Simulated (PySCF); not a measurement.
Gas-phase reaction: GeHF3 + 3 HF → GeH4 + 6 F

Method: PySCF energies plus ideal-gas RRHO corrections (1 bar). † marks an energy on the PBE0/def2-TZVP geometry and frequencies; other levels use their own. MP2 and CCSD(T) freeze the core. Open shells (unrestricted): F (multiplicity 2, electronic degeneracy 6); the rest are closed-shell singlets. Spin-orbit splitting is ignored; it lowers the true energy and changes the entropy of F. Ge: all electrons, no relativistic terms. GeHF3: computed as isolated molecules; such fragments, hydroxides, amides, oligomers or adducts are transient or little studied in the gas. MP2 isn't extrapolated to the basis-set limit; its ΔH°(298 K) is 2203.4 kJ in def2-SVP and 2379.3 kJ in def2-TZVPP. CCSD(T) isn't extrapolated to the basis-set limit; its ΔH°(298 K) is 2040.7 kJ in def2-SVP and 2199.9 kJ in def2-TZVPP. The harmonic model lacks anharmonicity and excited electronic states, which grow with temperature; levels with a mode under 35 cm⁻¹ are left out.

```
level                ΔE electronic, kJ  ΔH°(298 K), kJ  ΔS°(298 K), J/K  ΔG°(1600 K), kJ
-------------------  -----------------  --------------  ---------------  ---------------
BLYP/def2-TZVP†                   2269            2240              365             1636
CCSD(T)/def2-TZVPP†               2230            2200              365             1597
MP2/def2-SVP†                     2233            2203              365             1600
MP2/def2-TZVPP†                   2409            2379              365             1776
PBE/def2-SVP                      2289            2261              362             1661
PBE0/def2-SVP†                    2145            2115              365             1511
ωB97X-V/def2-TZVP†                2234            2204              365             1601
```
ΔH° is lowest at PBE0/def2-SVP† and highest at MP2/def2-TZVPP†. No reference value is set beside these.
